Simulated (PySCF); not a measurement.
Species: C5H9O2 (doublet state).
Z-matrix (Å and degrees, GFN2-xTB geometry), rows numbered from 1:
```
C 
O   1  1.4138
C   2  1.4071  1  114.08
C   3  1.4552  2  113.04  1   -81.53
O   4  1.3673  3  119.53  2   -20.54
C   3  1.5136  2  118.82  1    67.54
C   6  1.4961  3   61.02  2   103.08
H   1  1.0952  2  111.61  3    57.53
H   1  1.0887  2  106.12  3   177.03
H   1  1.0943  2  111.38  3   -64.06
H   4  1.0721  3  123.12  2   177.58
H   5  0.9699  4  106.89  3     3.90
H   6  1.0787  3  117.30  7   109.25
H   6  1.0790  3  117.77  7  -107.88
H   7  1.0780  3  117.58  6  -109.23
H   7  1.0782  3  116.31  6   108.57
```

The hyperfine couplings belong to this conformer and change with its torsions.

Identity: `COC1([CH]O)CC1` [radical].

Method used: PySCF, UKS B3LYP, pcH-1 on C H O, non-relativistic, mean-field spin-orbit, GIAO. Geometry: GFN2-xTB, one conformer, isolated molecule. Couplings are sensitive to structure, and on GFN2-xTB geometries they can be far from those on DFT ones. No stability test was run, so a lower SCF solution isn't excluded.

Question: Predict the first-order ENDOR lines of C4, C6/C7, C3, C1, H11, H12, H14/H16 and H13/H15 under fast tumbling at B = 336.1 mT (X band).

Answer: ν± = |νn ± a/2|, one line for each electron-spin manifold; νn = |g_N| × 7.62259 MHz/T × B.

```csv
nuclei,isotope,g_N,νn (MHz),a_iso (MHz),lower line (MHz),upper line (MHz)
C4,13C,1.4048,3.60,106.55,49.68,56.87
C6/C7,13C,1.4048,3.60,46.40,19.60,26.80
C3,13C,1.4048,3.60,-39.13,15.97,23.17
C1,13C,1.4048,3.60,-2.07,2.57,4.63
H11,1H,5.5857,14.31,-53.54,12.46,41.08
H12,1H,5.5857,14.31,-10.83,8.89,19.73
H14/H16,1H,5.5857,14.31,6.98,10.82,17.80
H13/H15,1H,5.5857,14.31,-4.07,12.28,16.34
```

The rows for 13C, of low natural abundance, apply to labelled samples.

Question: Which pairs are centred on the nuclear Larmor frequency, and which on half the coupling?

Answer: Centred on νn, since |a| < 2νn: C1, H12, H14/H16 and H13/H15. Centred on |a|/2 and split by 2νn: C4, C6/C7, C3 and H11.

Class means assume fast exchange of nuclei equivalent by connectivity; if that motion is slow, each nucleus keeps its own coupling. The 13C value of +46.4 MHz is a mean of couplings from 26.3 to 66.5 MHz in this one geometry, not an average over conformers. The 1H value of +7.0 MHz is a mean of couplings from 0.3 to 13.7 MHz in this one geometry, not an average over conformers.

Hardware: one thread, Arm Neoverse V2 (aarch64), no GPU (shared host). Cost: 50 s (with the writing of density and orbital grids), 0.96 GiB resident at most.
